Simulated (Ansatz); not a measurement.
```xyz
8

Sn    0.432    1.144   -0.647
Sn   -0.432   -1.144    0.647
H    -0.872    2.213   -0.916
H     1.607    1.956    0.288
H     1.125    0.754   -2.158
H     0.875   -2.204    0.931
H    -1.594   -1.966   -0.296
H    -1.142   -0.752    2.150
```

The species carries charge 0 and has multiplicity 1. Sn: def2 effective core potential.

Task: List the PBE/def2-TZVPP orbital energies in eV (Ansatz). (Best estimate.)

Result: Computed: Occupied: -133.12, -133.12, -89.07, -89.05, -89.03, -89.03, -89.02, -89.02, -25.65, -25.55, -25.55, -25.49, -25.49, -25.41, -25.41, -25.35, -25.35, -25.28, -13.39, -12.10, -8.19, -8.19, -7.73, -7.73, -6.73. Lowest empty: -1.39, -0.65, -0.65, -0.30, 0.39, 0.65, 0.65, 1.75.
